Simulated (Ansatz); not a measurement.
Computed with Ansatz (an electronic-structure program) with frozen-core CCSD(T)/cc-pVTZ // PBE0-D3(BJ)/def2-TZVP.

Ansatz 0.2 input:
```yaml
crystal:
  periodic: [false, false, false]
  atoms:
    - { symbol: O, position_ang: [1.321669, -1.244644, 0.053452] }
    - { symbol: Ga, position_ang: [-0.108706, -0.196921, -0.003352] }
    - { symbol: O, position_ang: [-1.688748, -0.988857, -0.059396] }
    - { symbol: O, position_ang: [-0.071793, 1.585512, -0.007978] }
    - { symbol: H, position_ang: [2.157283, -0.775313, 0.082604] }
    - { symbol: H, position_ang: [-2.412005, -0.358319, -0.088703] }
    - { symbol: H, position_ang: [0.802302, 1.97854, 0.023371] }
basis:
  gaussian: { orbitals: cc-pVTZ }
correlation:
  method: ccsd_t
```

Output:

```
Functional definition: HF
1071 factors; integrals over basis functions are off by at most 1.1e-3 eV
mean field evaluation 1: about -58493.2517 eV, gradient 6.0e1 eV
mean field evaluation 2: about -58493.3450 eV, gradient 6.0e1 eV
mean field evaluation 4: about -58499.2644 eV, gradient 2.6e0 eV
mean field evaluation 8: about -58499.2985 eV, gradient 2.6e-1 eV
mean field evaluation 16: about -58493.2531 eV, gradient 6.0e1 eV
mean field -58499.29872299 eV, -2149.8095758210 hartree, gradient 2.5e-6 eV, S^2 0.000000; 0 other end points of the search recorded, 0 dependent functions left out
12 core orbitals not correlated
reference -58499.29872299 eV, -2149.8095758210 hartree; 17, 17 occupied and 146, 146 virtual orbitals, 1071 factors
second order -24.33734881 eV of doubles, -0.00000000 eV of singles
cycle   1  -23.59900297 eV  change    7.4e-1 eV  update   1.2e-1
cycle   2  -24.21555622 eV  change   -6.2e-1 eV  update   3.5e-2
cycle   3  -24.35276151 eV  change   -1.4e-1 eV  update   1.8e-2
cycle   4  -24.33414602 eV  change    1.9e-2 eV  update   4.4e-3
cycle   5  -24.33117374 eV  change    3.0e-3 eV  update   1.9e-3
cycle   6  -24.33258658 eV  change   -1.4e-3 eV  update   5.8e-4
cycle   7  -24.33214132 eV  change    4.5e-4 eV  update   2.0e-4
cycle   8  -24.33202613 eV  change    1.2e-4 eV  update   6.1e-5
cycle   9  -24.33205890 eV  change   -3.3e-5 eV  update   2.4e-5
perturbative correction -0.95641288 eV, -0.0351475252 hartree
Total energy: -58524.58719478 eV, -2150.7389100181 hartree
```

Cost: around 50 core-seconds (rough).
